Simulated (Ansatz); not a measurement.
One change: `N#COBO` becomes `N#CO[SiH3]`.

Ansatz, PBE0-D4/def2-TZVP geometries, multiplicity 1. Each molecule was computed in one conformer, which needn't be the lowest.

| property | `N#COBO` |
| --- | --- |
| size of the dipole moment (B3LYP/def2-TZVPP) / D | 5.08 |
| HOMO energy (ωB97M-V/def2-TZVPP) / eV | -11.32 |
| ideal-gas entropy at 298 K and 1 bar (rigid rotor, harmonic PBE0-D4/def2-TZVP) / J/(mol·K) | 299 |
| HOMO–LUMO gap (B3LYP/def2-TZVPP) / eV | 7.91 |
| HOMO–LUMO gap (PBE0/def2-TZVPP) / eV | 8.44 |
| LUMO energy (ωB97M-V/def2-TZVPP) / eV | 1.38 |

Task: What does the change do to each property? (An estimate is asked.)

Result: Ansatz gave: 
```json
{"property": "size of the dipole moment (B3LYP/def2-TZVPP) / D", "`N#CO[SiH3]`": "4.67", "shift": "-0.41"}
{"property": "HOMO energy (ωB97M-V/def2-TZVPP) / eV", "`N#CO[SiH3]`": "-11.10", "shift": "0.22"}
{"property": "ideal-gas entropy at 298 K and 1 bar (rigid rotor, harmonic PBE0-D4/def2-TZVP) / J/(mol·K)", "`N#CO[SiH3]`": "303", "shift": "4"}
{"property": "HOMO–LUMO gap (B3LYP/def2-TZVPP) / eV", "`N#CO[SiH3]`": "7.32", "shift": "-0.59"}
{"property": "HOMO–LUMO gap (PBE0/def2-TZVPP) / eV", "`N#CO[SiH3]`": "7.79", "shift": "-0.65"}
{"property": "LUMO energy (ωB97M-V/def2-TZVPP) / eV", "`N#CO[SiH3]`": "0.75", "shift": "-0.63"}
```

With PBE0 the HOMO rises by 0.22 eV and the LUMO falls by 0.43 eV, so the gap narrows by about 0.65 eV. PBE moves the HOMO by 0.22 eV and ωB97M-V by 0.22 eV. Dipoles are sizes alone; their direction can turn.

B3LYP here is the variant with VWN-RPA as its local correlation; programs differ in this.
